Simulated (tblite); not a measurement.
C7H10BrCl.
Numbering: `[CH2:1]=[CH:2][C@H:3]1[CH2:4][C@@:5]([Br:6])([CH2:7][Cl:8])[CH2:9]1` (hydrogens: H10, H11 on C1; H12 on C2; H13 on C3; H14, H15 on C4; H16, H17 on C7; H18, H19 on C9)

Computed with GFN2-xTB (tblite), gas phase: L-BFGS steps from a force-field or distance-geometry start until the largest atomic force falls under 0.01 eV/Å.

Geometry at step 0:
```
atom  x, y, z in Å
C1      3.0643   -0.1151   -0.5822
C2      1.8470    0.4839   -0.4325
C3      0.7652   -0.3952    0.0500
C4     -0.1667    0.4217    0.9320
C5     -1.2795   -0.4735    0.3722
Br6    -1.3780   -2.1858    1.2343
C7     -2.5362    0.3428    0.3413
Cl8    -2.3262    1.7783   -0.6533
C9     -0.4376   -0.5061   -0.8951
H10     3.8744    0.5073   -0.9218
H11     3.1446   -1.1684   -0.3623
H12     1.7211    1.5468   -0.6369
H13     1.0622   -1.3645    0.4849
H14     0.0134    0.3043    2.0196
H15    -0.2985    1.4280    0.5282
H16    -3.3928   -0.2985    0.0403
H17    -2.7117    0.7111    1.4004
H18    -0.5272    0.4279   -1.4717
H19    -0.4475   -1.4357   -1.4549
```

Task: What forces act on the atoms?

Result: 
| atom | Fx (eV/Å) | Fy (eV/Å) | Fz (eV/Å) |
| --- | --- | --- | --- |
| C1 | -1.911 | 1.720 | 0.022 |
| C2 | 3.252 | -1.995 | -0.370 |
| C3 | 0.341 | 1.779 | -0.506 |
| C4 | 0.059 | -1.661 | 1.941 |
| C5 | 0.002 | 2.087 | -0.483 |
| Br6 | -0.481 | -0.069 | 0.125 |
| C7 | -1.477 | -0.819 | 1.503 |
| Cl8 | -0.662 | 0.148 | -0.229 |
| C9 | 0.450 | -1.298 | -0.196 |
| H10 | 0.334 | -0.496 | 0.034 |
| H11 | 0.417 | 0.294 | -0.154 |
| H12 | -0.247 | -0.556 | 0.108 |
| H13 | 0.124 | 0.659 | -0.323 |
| H14 | -0.129 | 0.704 | -0.451 |
| H15 | 0.269 | -0.221 | 0.725 |
| H16 | 0.156 | 0.751 | -0.166 |
| H17 | -0.124 | -0.337 | -0.999 |
| H18 | -0.098 | -0.864 | -0.051 |
| H19 | -0.275 | 0.176 | -0.530 |

The largest, 3.83 eV/Å, acts on C2; the rms over all components is 0.933 eV/Å. The forces sum to zero within rounding, as they must for an isolated molecule in no field.

Task: Give the force on C2 in Eh/bohr and in nN.

Result: 3.833 eV/Å ÷ 51.422 = 0.07454 Eh/bohr, and 3.833 eV/Å × 1.602 = 6.14 nN.

Task: How far is this geometry from the end of the optimisation?

Result: 1.128 eV above it, and 0.471 Å rms away after alignment. The bonds farthest from their final lengths, with half the difference of the two atoms' forces along the bond (positive lengthens):

| bond | now (Å) | final (Å) | force along bond (eV/Å) |
| --- | --- | --- | --- |
| C5–Br6 | 1.920 | 1.977 | +1.11 |
| C1=C2 | 1.365 | 1.320 | -3.14 |
| C7–H17 | 1.135 | 1.091 | -1.19 |
| C3–C4 | 1.521 | 1.547 | -0.13 |
| C7–Cl8 | 1.759 | 1.784 | +0.93 |
| C4–H14 | 1.109 | 1.088 | -1.31 |

The angle farthest from its final value is Br6–C5–C7, 116.9° against 105.3°.

Of the 6 listed bonds off by 0.010 Å or more, this force points towards the final length in 5.

What follows is the cost of the whole relaxation. Time: 0.99 s of wall time. Hardware: one thread of an INTEL XEON PLATINUM 8581C at 2.10 GHz, shared host.
